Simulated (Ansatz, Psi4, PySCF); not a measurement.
H₇OSi₂ (SMILES [SiH3][OH+][SiH3]), charge +1, singlet, at a GFN2-xTB geometry. Base run: MP2/6-31G** run with PySCF.

The PySCF input:
```python
from pyscf import gto, scf, mp

mol = gto.M(
    atom='''
Si    1.57259310   -0.32787865    0.43128443
O     0.04546575   -0.19736209   -0.52085237
Si   -1.59645535    0.44638018   -0.13762810
H     2.51490900   -0.40711010   -0.67455778
H     1.51112540    0.92190961    1.16707567
H     1.34061387   -1.54617037    1.19083611
H     0.08210873   -0.66697740   -1.36331658
H    -2.19054693   -0.67297857    0.57578869
H    -2.06000854    0.68633742   -1.49582128
H    -1.22785623    1.60486461    0.65562572
''',
    basis='6-31g**',
    charge=1,
    verbose=3,
)

mf = scf.RHF(mol)
mf.kernel()

pt = mp.MP2(mf)
pt.kernel()
print('E(MP2) = %.10f' % pt.e_tot)
```

The same geometry, method and basis name were run in Ansatz (an electronic-structure program) and Psi4 and PySCF, at each program's defaults and at the settings that a row names. The base is PySCF at its defaults. Differences at the defaults can come from grids, fitting, cores and function types together.

| code and settings | ΔE vs base (mEh) | basis functions | E (Eh) | SCF cycles |
|---|---|---|---|---|
| PySCF, defaults (exact integrals, spherical functions, all electrons correlated) | 0.000 | 85 | -656.96102 | 9 |
| Psi4, defaults (density fitting with its default set, Cartesian functions, all electrons correlated) | ? | 88 | ? | 10 |
| Ansatz, defaults (factorised integrals, Cartesian functions, frozen core) | 13.060 | 88 | -656.94795 | - |
| PySCF, frozen core | 17.734 | 85 | -656.94328 | 9 |
| Psi4, exact integrals, spherical functions, frozen core | 17.734 | 85 | -656.94328 | 10 |
| Ansatz, high accuracy, frozen core, Cartesian functions as the basis file defines them | 13.055 | 88 | -656.94796 | - |

Question: Fill in the missing entries.

Answer: 
- Psi4, defaults (density fitting with its default set, Cartesian functions, all electrons correlated), ΔE vs base (mEh): -12.951
- Psi4, defaults (density fitting with its default set, Cartesian functions, all electrons correlated), E (Eh): -656.97397
